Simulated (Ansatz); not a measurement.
Te₉Pb₈⁻. Total charge -1; doublet. Geometry PBE-D4/def2-SVP; atoms count from 1.

```xyz
17

Pb    1.549   -3.296   -0.220
Pb   -2.284    3.354    1.044
Pb    2.326   -1.021   -4.242
Pb   -0.576   -0.281    0.737
Pb   -0.019    2.565    4.216
Pb   -0.030    1.489   -2.126
Pb    3.041    0.834    1.600
Pb   -1.446   -1.721   -2.675
Te    1.731   -1.461    2.909
Te   -1.007   -0.184    3.795
Te   -0.169    0.454   -4.946
Te   -2.967    1.234   -0.872
Te    0.827    2.989    1.332
Te   -1.428   -3.126    0.150
Te    2.504   -0.479   -1.122
Te    0.950   -3.515   -3.340
Te   -3.003    2.164    3.761
```

In the def2 sets Pb, Te take a core potential; there is no spin–orbit coupling. Single mean-field runs in def2-SVP are fitted with def2-universal-jkfit. Another isomer (doublet) lies 0.62 eV lower at PBE0-D4/def2-SVP; other spin states weren't run for this one.

(1) Estimate the Mulliken populations from the PBE0/def2-SVP orbitals of Ansatz.

(2) Where does the spin sit?

(3) And the Mayer bond orders between bonded heavy atoms (over 0.3)?

Answers

(1) 
| atom | charge (e) | spin (α − β) |
| --- | --- | --- |
| Pb1 | 0.43 | 0.02 |
| Pb2 | 0.35 | 0.03 |
| Pb3 | 0.36 | 0.01 |
| Pb4 | 0.39 | 0.04 |
| Pb5 | 0.33 | 0.00 |
| Pb6 | 0.33 | 0.31 |
| Pb7 | 0.35 | 0.02 |
| Pb8 | 0.39 | 0.42 |
| Te9 | -0.45 | 0.00 |
| Te10 | -0.13 | 0.03 |
| Te11 | -0.51 | 0.04 |
| Te12 | -0.48 | 0.05 |
| Te13 | -0.50 | 0.00 |
| Te14 | -0.44 | -0.02 |
| Te15 | -0.52 | 0.06 |
| Te16 | -0.48 | -0.02 |
| Te17 | -0.39 | 0.00 |
Mulliken values and Mayer orders depend strongly on the basis.

(2) Summed by element: Pb 0.85, Te 0.15, of 1 unpaired in all. Largest on single atoms: Pb8 0.42, Pb6 0.31, Te15 0.06.

(3) Pb1–Te14 0.83 (3.00 Å); Pb1–Te15 0.60 (3.11 Å); Pb1–Te16 0.56 (3.18 Å); Pb2–Te12 0.95 (2.94 Å); Pb2–Te13 0.52 (3.15 Å); Pb2–Te17 0.74 (3.05 Å); Pb3–Te11 0.90 (2.98 Å); Pb3–Te15 0.46 (3.17 Å); Pb3–Te16 0.85 (2.99 Å); Pb4–Te10 0.43 (3.09 Å); Pb4–Te12 0.42 (3.26 Å); Pb4–Te14 0.68 (3.03 Å); Pb5–Te10 0.81 (2.95 Å); Pb5–Te13 0.74 (3.04 Å); Pb5–Te17 0.76 (3.04 Å); Pb6–Pb8 0.38 (3.55 Å); Pb6–Te11 0.78 (3.01 Å); Pb6–Te12 0.55 (3.20 Å); Pb7–Te9 0.97 (2.95 Å); Pb7–Te13 0.61 (3.10 Å); Pb7–Te15 0.61 (3.07 Å); Pb8–Te11 0.30 (3.39 Å); Pb8–Te14 0.55 (3.15 Å); Pb8–Te16 0.68 (3.07 Å); Te9–Te10 0.48 (3.15 Å); Te10–Te17 0.55 (3.08 Å).
